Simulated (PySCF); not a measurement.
Al(F)(I)(NMe2) (C₂H₆AlFIN), SMILES [I][Al]([N](C)C)[F].

Geometry: PBE0-D3(BJ)/def2-SVP. The def2 effective core potentials stand for the cores of I; spin–orbit coupling is left out. One conformer was computed; it need not be the lowest.

All values below come from TDA-PBE/def2-SVPD (PySCF).

Vertical excitations. The molecule is in vacuum. State labels are in the subgroup Cs.

```csv
state,symmetry,energy (eV),λ (nm),f,main pairs
S1,A",3.87,320,0.006,HOMO→LUMO 100 %
S2,A',5.03,247,0.120,"HOMO→LUMO+1 80 %, HOMO−1→LUMO 15 %"
S3,A',5.15,241,0.072,"HOMO−1→LUMO 85 %, HOMO→LUMO+1 13 %"
S4,A",5.30,234,0.047,HOMO−2→LUMO 99 %
S5,A",5.49,226,0.013,HOMO→LUMO+2 100 %
S6,A",5.69,218,0.000,HOMO−1→LUMO+1 99 %
S7,A",5.76,215,0.006,HOMO→LUMO+3 99 %
S8,A',6.13,202,0.013,HOMO−2→LUMO+1 87 %
S9,A",6.16,201,0.001,HOMO→LUMO+4 99 %
S10,A",6.37,195,0.004,HOMO→LUMO+5 99 %
T1,A",3.59,346,0,HOMO→LUMO 99 %
T2,A',4.09,303,0,HOMO→LUMO+1 99 %
T3,A',4.86,255,0,HOMO−1→LUMO 100 %
T4,A",4.96,250,0,HOMO−2→LUMO 99 %
```
Triplets are in the Tamm–Dancoff approximation.
